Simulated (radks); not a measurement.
Spherical quantum dot in the effective-mass picture: electrons in a hard-walled sphere of radius 2.24, with a point charge +1 (a donor) at the centre, all in effective atomic units (hartree* = m*/eps^2 hartree, bohr* = eps/m* bohr), one dielectric constant everywhere. Calculated with a radial shooting solver with Libxc functionals: non-relativistic Kohn-Sham, exchange-only LDA, spin-polarised, spherical densities. Levels are named by radial order and angular momentum (1s, 1p, 1d, 2s, ...), and open shells are averaged over m. Results are scaled to m* = 0.031 and eps = 8.1, for which hartree* = 12.86 meV and bohr* = 13.83 nm.

N = 43, configuration 1s2 1p6 1d10 2s2 1f14 1g(up 9, down 0). This is the lowest configuration that the search found. Occupied and some empty levels:

| level | occupation | eigenvalue (meV) | <r> (nm) |
|---|---|---|---|
| 1s up | 1 | 322.12 | 20.63 |
| 1s down | 1 | 323.80 | 20.44 |
| 1p up | 3 | 329.08 | 21.73 |
| 1p down | 3 | 330.94 | 21.65 |
| 1d up | 5 | 340.60 | 22.47 |
| 1d down | 5 | 342.57 | 22.42 |
| 1f up | 7 | 356.28 | 23.06 |
| 1f down | 7 | 358.32 | 23.03 |
| 2s up | 1 | 360.85 | 12.78 |
| 2s down | 1 | 361.41 | 12.85 |
| 1g up | 9 | 375.81 | 23.54 |
| 1g down | 0 | 377.90 | 23.53 |
| 2p up | 0 | 387.67 | 15.88 |
| 2p down | 0 | 388.48 | 15.88 |
| 1h up | 0 | 398.97 | 23.96 |
| 1h down | 0 | 401.11 | 23.95 |
| 2d up | 0 | 415.15 | 17.55 |
| 2d down | 0 | 416.15 | 17.53 |
| 3s up | 0 | 418.82 | 14.56 |
| 3s down | 0 | 419.66 | 14.59 |

Energy (meV): total 8526.71, kinetic 2573.2, external -375.14, Hartree 6768.4, exchange-correlation -439.74.
